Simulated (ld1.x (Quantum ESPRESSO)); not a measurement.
**Transferability test, PAW potential for C**

* Element: C (Z = 6)
* Generator: ld1.x (Quantum ESPRESSO) 7.5
* Type: PAW
* Functional: LDA (PZ)
* Relativity: non-relativistic
* Frozen core: [He]
* Valence charge: 4
* Reference configuration: 2s2 2p1 (charge +1)
* Partial waves: 2s (bound): rcut 0.80, rcutus 1.10 bohr; 2s channel at 0.9 Ry: rcut 0.80, rcutus 1.10 bohr; 2p (bound): rcut 1.25, rcutus 1.65 bohr; 2p channel at 2.7 Ry: rcut 1.25, rcutus 1.65 bohr
* Local potential: all-electron potential smoothed inside 1.10 bohr (lloc = -1)
* Core correction: a·sin(br)/r model core, default radius (ld1.x builds one for every PAW set, though the input has nlcc=.false.)
* Augmentation charge: PSQ, inside the norm-conserving radii

Energies are relative to the spin-unpolarised reference configuration 2s2 2p1; without spin polarisation the order of configurations can differ from experiment. Spin-polarised rows fill each open shell by Hund’s rule, majority spin first.

```tsv
valence configuration	charge	ΔE all-electron (eV)	error AE − PS (meV)
2s2 2p2	0	-10.992	+4.3
2s2 2p0	+2	24.263	-1.3
2s1 2p0	+3	72.211	-15
2s2 2p1.5	+0.5	-6.961	+1.0
2s1 2p3	0	-2.765	+6.3
2s1 2p2	+1	8.477	-0.4
2s2 2p1 (spin-polarised)	+1	-0.397	-0.6
```

(1) What are ΔE and the potential's error for 2s0 2p4?

(2) What are ΔE and the potential's error for 2s2 2p2 (spin-polarised)?

Results:

(1) ΔE = 5.496 eV all-electron; the error (AE − PS) is +7.6 meV.

(2) ΔE = -12.120 eV all-electron; the error (AE − PS) is +2.5 meV.
